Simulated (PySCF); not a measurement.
Computed shifts of a molecule C2H9GeN, PBE/pcSseg-1 (PySCF), GIAO, gas phase, atoms alike by connectivity averaged where their shifts nearly agree, in ppm (number of nuclei): ¹⁵N: 30.6 (1). ¹³C: 47.4 (2). ¹H: 5.01 (3), 2.88 (6). References: ⁷³Ge against GeH4 (σ = 1614.4 ppm); ¹⁵N against NH3 (σ = 267.0 ppm); ¹³C against TMS (σ = 182.0 ppm); ¹H against TMS (σ = 31.49 ppm), references at their B3LYP-D3(BJ)/def2-TZVP geometries, non-relativistic. Coordinates come from a TPSSh-D3(BJ)/def2-SVP optimisation. One conformer was computed; it need not be the lowest.

Q: Which structure fits?
(A) C[NH][GeH2][CH3]
(B) C[N](C)[GeH3]
(C) C[C@@H](N)[GeH3]
(D) CN[CH2][GeH3]

A: B, C[N](C)[GeH3]
